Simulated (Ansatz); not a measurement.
Spin states of O2Ti (SMILES [O]=[Ti]=[O]), each relaxed with B3LYP-D3(BJ)/def2-TZVP.
State 1 (charge 0, multiplicity 1):
```xyz
3

Ti     0.357    -0.296     0.353
O      0.836     0.337    -1.083
O     -1.226     0.007     0.659
```
State 2 (charge 0, multiplicity 3):
```xyz
3

Ti     0.4594    -0.3341     0.3674
O      0.8033     0.3401    -1.0704
O     -1.2959     0.0414     0.6327
```

Singlets are restricted, other states unrestricted; no spin–orbit coupling, no relativity up to Kr; see below for the cores. The largest T1 diagnostic is 0.098.

Codes used: Ansatz (Gaussian basis) for Hartree–Fock, density functionals and correlated methods. Each number belongs to the level named beside it.

Task: Estimate the energy of the multiplicity-3 state less that of the multiplicity-1 state that B3LYP/def2-TZVPP returns for this input.

Result: 2.01 eV

Task: Estimate the energy of the multiplicity-3 state less that of the multiplicity-1 state that r2SCAN/def2-TZVPP returns for this input.

Result: 2.10 eV

Task: Predict the energy of the multiplicity-3 state less that of the multiplicity-1 state from BHLYP/def2-TZVPP.

Result: 1.47 eV

Ansatz is a program for electronic structure.
